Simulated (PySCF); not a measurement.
Isomers of C3H7N. All species are isolated molecules in the gas phase. One relaxed conformer stands for each flexible species; it need not be the lowest. Strings in code marks are SMILES.

The HOMO from two functionals at the same geometries (PBE0-D3(BJ)/def2-TZVP), both in PySCF: PBE-D3(BJ)/def2-TZVP and PBE0-D3(BJ)/def2-TZVP. 

```json
[
 {"species": "`NC1CC1`", "PBE0-D3(BJ)/def2-TZVP (eV)": "-6.53"},
 {"species": "`C(/C)=C\\N`", "PBE0-D3(BJ)/def2-TZVP (eV)": "-5.71"},
 {"species": "`C=C(C)N`", "PBE0-D3(BJ)/def2-TZVP (eV)": "-5.90"},
 {"species": "`C1CNC1`", "PBE0-D3(BJ)/def2-TZVP (eV)": "-6.48"}
]
```

**Question.** What does PBE-D3(BJ)/def2-TZVP give for each?

**Answer.** 
- `NC1CC1`: -5.12
- `C(/C)=C\N`: -4.56
- `C=C(C)N`: -4.75
- `C1CNC1`: -5.04
Over these rows, drawn at random from the members with no instability flagged (it was tested for open shells, ions and some series alone), PBE minus PBE0-D3(BJ): mean +1.28 eV, from +1.15 eV to +1.44 eV.
